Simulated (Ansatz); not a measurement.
`O=C[SiH]([SiH3])S` + `CF` → `FC[SiH]([SiH3])S` + `C=O`  (formal exchange of groups at the Si–C bond)

Program: Ansatz. Geometries: PBE0-D4/def2-TZVP. ΔE: electronic, gas phase. CCSD(T)/CBS adds triple-zeta CCSD(T) − MP2 to the extrapolated MP2 energy (def2 sets, frozen cores). This one scheme is used for every species. One conformer a species, not always the lowest.

```json
{"level": "HF/def2-SVP", "ΔE (kJ/mol)": "1.1"}
{"level": "MP2/CBS(def2)", "ΔE (kJ/mol)": "10.4"}
```

(1) What does CCSD(T)/CBS give? (Estimate.)

Largest T1 diagnostic among the species: 0.015.

Answers

(1) Computed: +9.6 kJ/mol. The listed levels differ from it by -8.5, 0.8 kJ/mol.

Leaving LDA and LC-ωPBE aside and taking each functional with its dispersion term where it has one, the values, not all of them listed here, spread over 10.0 kJ/mol, from ωB97X-V to PBE-D4. LDA lies +4.7 kJ/mol from PBE without D4. In def2-TZVPP, CCSD(T) changes the Hartree–Fock value by +7.6 kJ/mol (the triples alone add +2.7 kJ/mol) and MP2 by +8.4 kJ/mol.

CCSD(T)/CBS has its own doubt, a few kJ/mol and more with outer-core shells, so smaller differences from it don't rank the levels.
